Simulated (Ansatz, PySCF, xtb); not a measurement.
Reaction (SMILES): [SiH3]c1ccc[nH]1 [1H-pyrrol-2-ylsilane] + 8 [H][H] (H2) → 4 C (CH4) + N (NH3) + [SiH4] (SiH4)
Each molecule is optimised on its own at B3LYP-D3(BJ)/def2-TZVP (Ansatz, a program for electronic structure). Frequencies are from Ansatz or PySCF.
Geometry of the first species:
```xyz
13

Si     2.0554     0.0451     0.0109
C      0.2088    -0.0378     0.0271
C     -0.6119    -0.9965     0.5999
C     -1.9600    -0.6384     0.3549
C     -1.9425     0.5341    -0.3641
N     -0.6371     0.8866    -0.5558
H      2.5536     1.2848     0.6593
H      2.5917     0.0375    -1.3739
H      2.5657    -1.1336     0.7436
H     -0.2663    -1.8637     1.1383
H     -2.8409    -1.1739     0.6669
H     -2.7476     1.1366    -0.7488
H     -0.3379     1.7063    -1.0531
```

Quantity: energy of full hydrogenation (0 K, with B3LYP-D3(BJ) harmonic zero-point energies), in eV. Cores are frozen in the correlated levels unless marked. Spin-orbit coupling is left out. No relativistic terms. CBS(X,Y): correlation extrapolated as X^-3; Hartree-Fock from the larger set.

```
level                                        program  energy of full hydrogenation (eV)
------------------------------------  --------------  ---------------------------------
GFN1-xTB                                         xtb                              -8.36
revPBE-D4/def2-TZVPD                  Ansatz + dftd4                         (withheld)
B3LYP-D4/def2-TZVPD                   Ansatz + dftd4                         (withheld)
BHLYP-D4/def2-TZVPD                   Ansatz + dftd4                              -4.90
HSE06-D4/def2-TZVPD                   Ansatz + dftd4                         (withheld)
LC-wPBE-D4/def2-TZVPD                 Ansatz + dftd4                              -4.73
LC-wPBE/def2-TZVPD                            Ansatz                              -4.95
wB97X-V/def2-TZVPD                            Ansatz                              -4.62
B2GP-PLYP/def2-TZVPD                          Ansatz                         (withheld)
RPA@PBE/cc-pV(T+d)Z                           Ansatz                              -4.30
CCSD/cc-pV(Q+d)Z                              Ansatz                              -4.82
CCSD(T)/CBS(cc-pV(T+d)Z,cc-pV(Q+d)Z)          Ansatz                              -4.44
```

Problem. Fill in the missing entries.

Solution. 
- revPBE-D4/def2-TZVPD, energy of full hydrogenation (eV): -3.64
- B3LYP-D4/def2-TZVPD, energy of full hydrogenation (eV): -4.29
- HSE06-D4/def2-TZVPD, energy of full hydrogenation (eV): -4.58
- B2GP-PLYP/def2-TZVPD, energy of full hydrogenation (eV): -4.41
